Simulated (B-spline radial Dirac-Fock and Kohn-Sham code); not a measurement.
# Mg 2p3/2: cross section and angular parameters

System: the free magnesium atom, 1s2 2s2 2p6 3s2; threshold 55.13 eV (orbital energy of the model). The computed values come from a B-spline atomic structure program: Dirac-Hartree-Slater photoionisation with a Latter tail; cross sections with all multipoles, angular parameters from the dipole term and its interference with E2.

The run's input, task.json:

```json
{"items": [{
  "Z": 12,
  "q": 0,
  "cfg": [[1, 0, 2], [2, 0, 2], [2, 1, 6], [3, 0, 2]],
  "A": 24,
  "rrms": 3.057,
  "do": "xps",
  "hv": [60, 61.9, 63.5, 112.0, 113.0, 120.0, 191.0, 316.0, 335.0, 340.0, 343.0, 371.0, 381.0, 400, 445.0, 513.0, 589.0, 600, 707.0, 1000, 1486.9, 2320.0, 2440.0, 4190.0, 6000, 6300.0, 7470.0, 8047.8, 12800.0, 15000],
  "edges": {"K": 1303.0, "L1": 88.6}
}]}
```

Launch: `python xray2_run.py task.json out`

```
hν (eV)    σ (kb)      β       γ      δ
   63.5      3150  0.081  -0.032  0.011
    112      3380  1.291   0.020  0.011
    113      3340  1.297   0.021  0.011
    120      3030  1.336   0.027  0.011
    191      1160  1.484   0.094  0.013
    316       330  1.464   0.191  0.017
    335       283  1.453   0.204  0.018
    340       271  1.451   0.207  0.018
    343       265  1.449   0.209  0.018
    371       214  1.433   0.227  0.019
    381       199  1.426   0.233  0.019
    400       174  1.415   0.244  0.020
    445       129  1.386   0.269  0.022
    513      85.5  1.341   0.303  0.025
    589      56.9  1.293   0.338  0.029
    600      53.8  1.286   0.342  0.029
    707      32.8  1.221   0.383  0.034
   1000      11.1  1.067   0.468  0.049
 1486.9      3.01  0.876   0.557  0.074
   2320     0.654  0.667   0.643  0.113
   2440     0.548  0.645   0.653  0.118
   4190    0.0783  0.435   0.757  0.185
   6000    0.0205  0.322   0.837  0.242
   6300    0.0170  0.308   0.849  0.250
   7470   0.00889  0.261   0.891  0.282
 8047.8   0.00667  0.241   0.909  0.296
  12800         ?      ?       ?      ?
  15000  0.000576  0.090   1.052  0.442
```

Question: Give the values at 12800 eV.

Answer: σ = 0.00108 kb, β = 0.125, γ = 1.019, δ = 0.401.
